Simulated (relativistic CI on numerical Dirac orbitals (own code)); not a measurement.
**Ni4+: resonant inelastic scattering at the M2,3 edge**

Computed with this model: Dirac-Coulomb-Breit CI, separate exchange-only KLI orbitals for each configuration, a model potential for QED, valence Slater integrals scaled by 0.8, Kramers-Heisenberg scattering through one core-hole configuration in a parametric crystal field; configurations [Ar] 3d6 → [Ne] 3s2 3p5 3d7; 10 K; core-hole width 0.8 eV; summed over polarisations. Incident energies are the highest absorption maxima for each field (at most a few, so the weaker spin-orbit partner edge can be absent), on the computed scale of the free ion. Intensities are in per cent of the strongest line above 0.02 eV; levels within 1 cm⁻¹ are merged; final levels count from the ground level, the first row holds all elastic scattering, lines under 0.4 are left out and each table stops after 24 rows. The scale of the Slater integrals is a model choice and moves the terms in proportion.

Field parameters in Wybourne normalisation: D4h B²₀ = −7Ds, B⁴₀ = 21(Dq − Dt), B⁴₄ = 21√(5/14) Dq. The field is a parameter set, without covalency.

S is read from ⟨S²⟩ = S(S + 1).

D4h, 10Dq = 12850, Ds = -1500, Dt = 720 cm⁻¹:

```tsv
Final level (eV)	Degeneracy	Irrep	S	69.7 eV	73.6 eV
0.000	2	A1+A2	2.00	47.5	334.2
0.006	2	E	2.00	1.3	7.4
0.008	1	B2	2.00	0.5	1.0
0.963	2	E	2.00	10.9	85.2
0.975	1	B1	2.00	0.2	2.1
0.986	1	B2	2.00	0.1	1.3
1.002	2	E	2.00	0.5	1.7
1.018	1	A1	1.99	0.5	1.9
1.039	1	A2	2.00	0.8	3.1
1.061	2	E	2.00	5.6	100.0
1.609	2	A1+A2	2.00	10.2	86.3
1.609	3	B1+E	2.00	1.1	9.8
1.905	2	B1+B2	2.00	2.2	8.5
1.907	2	E	1.99	0.5	3.2
1.908	1	A1	1.99	0.3	1.0
2.497	1	A1	0.98	0.2	1.0
2.506	1	B1	1.00	0.0	0.6
2.516	1	B2	1.00	0.0	0.7
2.533	2	E	1.00	0.0	1.0
2.550	1	A2	1.00	0.2	0.6
3.280	2	E	1.00	0.7	2.6
3.700	2	E	0.92	0.1	0.6
3.734	2	E	0.89	0.0	1.2
3.744	1	A1	1.00	0.1	0.6
```

D4h, 10Dq = 12850, Ds = -860, Dt = 720 cm⁻¹:

```
Final level (eV)  Degeneracy  Irrep     S  69.6 eV  73.5 eV
           0.000           1     A1  2.00     37.0    315.1
           0.000           1     A2  2.00      4.0      8.6
           0.006           2      E  2.00      1.1      5.4
           0.007           1     B2  2.00      0.5      0.6
           0.727           2      E  2.00      9.8     83.6
           0.739           1     B1  2.00      0.2      1.9
           0.749           1     B2  2.00      0.2      1.4
           0.765           2      E  2.00      0.5      1.4
           0.781           1     A1  2.00      0.5      1.6
           0.803           1     A2  2.00      0.7      2.3
           0.823           2      E  2.00      5.9    100.0
           1.588           1     B1  2.00      0.8      5.3
           1.589           1     B2  2.00      0.8      6.5
           1.592           2      E  2.00      0.6      3.2
           1.592           1     A1  1.99      0.6      4.4
           1.608           1     B1  2.00      0.3      0.7
           1.608           3   A2+E  2.00      5.9     44.1
           1.609           1     A1  2.00      4.9     35.1
           2.350           1     B1  1.00      0.0      0.4
           2.360           1     B2  1.00      0.0      0.6
           2.377           1     A1  0.97      0.2      0.9
           2.395           2      E  1.00      0.0      1.1
           2.440           1     A2  1.00      0.1      0.6
           3.167           2      E  1.00      0.6      1.3
```

For the first field the strongest loss at the lowest incident energy is the level at 0.96 eV (S = 2.00, against 2.00 in the thermal ground state).
